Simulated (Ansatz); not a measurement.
A made-up structure of C$_{2}$H$_{3}$I, closed shell:

C1  (-0.505, 0.011, -0.401)
C2  (0.302, 0.202, 0.381)
I3  (1.494, -1.217, 0.382)
H4  (-0.607, -0.909, -1.109)
H5  (-1.098, 0.799, -0.346)
H6  (0.414, 1.115, 1.092)
(Å)

It is relaxed with PBE-D4/def2-SVP and then PBE0-D4/def2-TZVP (Ansatz 0.2.0). Atoms count as bonded within 1.22 times the sum of their covalent radii (H–H: 0.88 Å). The end point is not checked to be a true minimum.

(1) Does its bonding change? (Judge from chemistry; the calculation decides.)

Answers

(1) Computed: Yes. Formed: none; broken: C1–I3.

Where it ends: The first stage lowers the energy by 3.93 eV in 8 steps. It ends as C₂H₃I (C=CI):
| atom | x (Å) | y (Å) | z (Å) |
| --- | --- | --- | --- |
| C1 | -0.6235 | 0.0706 | -0.4565 |
| C2 | 0.3737 | 0.1498 | 0.4042 |
| I3 | 1.8428 | -1.3065 | 0.6039 |
| H4 | -0.7520 | -0.7679 | -1.1298 |
| H5 | -1.3543 | 0.8719 | -0.5039 |
| H6 | 0.5133 | 0.9819 | 1.0821 |

For scale, one of the runs: PBE0-D4/def2-TZVP relaxation, 130 basis functions, launched by `ansatz run in.yaml --threads 2 --pin off --events-out ev --progress --plain --max-ram 4352MiB`. Hardware: 2 CPU threads of an Arm Neoverse V1, shared host. Wall time about 14 s.
